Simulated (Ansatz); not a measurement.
Basis-set extrapolation for C3H7AlS, SMILES `C/C=C\[S][AlH2]` (PBE0-D4/def2-TZVP geometry, frozen core, the Gaussian-basis code of Ansatz). Multiplicity 1, RHF reference.

```
                      def2-TZVPP   def2-QZVPP
                 HF  -757.190824  -757.214333
    MP2 correlation    -0.763401    -0.817034
CCSD(T) correlation    -0.853098      not run
```

Energies in hartree. Use E(X) = E(∞) + A·exp(−7.88·√X) for Hartree–Fock and E(X) = E(∞) + B·X^(−2.97) for correlation, with X = 3 and 4, and add CCSD(T) minus MP2 of the smaller set to the MP2 limit.

Problem. What is the CCSD(T) energy at the basis-set limit?

Solution. HF limit: -757.214333 + (-0.023509) × 0.13774 = -757.21757. MP2 limit: -0.817034 + (-0.053633) × 0.74074 = -0.85676. Higher-order term: -0.853098 − (-0.763401) = -0.08970. Total: -758.16403 hartree, 315.3 kJ/mol below CCSD(T)/def2-TZVPP.
